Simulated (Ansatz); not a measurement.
Reaction (hydrogenolysis of the Si–O bond): `O[Si](O)(O)F` + H₂ → `O[SiH](O)F` + H₂O

Isolated molecules relaxed with PBE0-D4/def2-TZVP in Ansatz; ΔE leaves out vibrations. CCSD(T)/CBS adds triple-zeta CCSD(T) − MP2 to the extrapolated MP2 energy (def2 sets, frozen cores). This one scheme is used for every species. DFT in def2-TZVPP. One conformer a species, not always the lowest.

CCSD(T)/CBS gives +22.3 kcal/mol.

Task: Another level gave +22.5 kcal/mol. Which?
A. B97M-V/def2-TZVPP
B. ωB97X-V/def2-TZVPP
C. revPBE/def2-TZVPP
D. BLYP/def2-TZVPP

Result: B. ωB97X-V 22.5, BLYP 20.5, B97M-V 23.9, revPBE 19.2 kcal/mol.

Largest T1 diagnostic among the species: 0.011.

From PBE to PBE0 (25 % exact exchange), in def2-TZVPP and without D4, ΔE moves by +0.7 kcal/mol. The D4 term adds +1.4 kcal/mol with B3LYP and +0.7 kcal/mol with PBE0; it sums over pairs of atoms, weighted by their polarisabilities, and B3LYP, whose exchange is more repulsive, gets the larger term.

B3LYP here is the variant with VWN-RPA as its local correlation; programs differ in this.
